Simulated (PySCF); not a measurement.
sulfur hexafluoride (F₆S), SMILES FS(F)(F)(F)(F)F.

The structure is a stationary point at PBE-D3(BJ)/def2-SVP.

Method: TDDFT-M06-2X/def2-SVPD (PySCF).

Vertical excitations; the highest root listed may be one member of a degenerate set. Isolated molecule, no solvent. State labels are in the subgroup D2h.

Computed lowest excited states:
```csv
state,symmetry,energy (eV),λ (nm),f,main pairs
S1,B3g,8.48,146,0.000,HOMO→LUMO (degenerate set)
S2,B2g,8.48,146,0.000,HOMO−1→LUMO (degenerate set)
S3,B1g,8.48,146,0.000,HOMO−2→LUMO (degenerate set)
S4,B3u,9.43,131,0.000,HOMO−6→LUMO (degenerate set)
S5,B1u,9.43,131,0.000,HOMO−8→LUMO (degenerate set)
S6,B2u,9.43,131,0.000,HOMO−7→LUMO (degenerate set)
S7,B2u,9.76,127,0.070,HOMO−4→LUMO (degenerate set)
S8,B1u,9.76,127,0.070,HOMO−5→LUMO (degenerate set)
S9,B3u,9.76,127,0.070,HOMO−3→LUMO (degenerate set)
S10,Ag,11.68,106,0.000,HOMO−9→LUMO 93 %
T1,B3g,7.99,155,0,HOMO→LUMO (degenerate set)
T2,B1g,7.99,155,0,HOMO−2→LUMO (degenerate set)
T3,B2g,7.99,155,0,HOMO−1→LUMO (degenerate set)
T4,B3u,8.89,139,0,HOMO−3→LUMO 84 %
```
Triplets are in the Tamm–Dancoff approximation, which puts them higher than full response would, so one can lie above its singlet here.
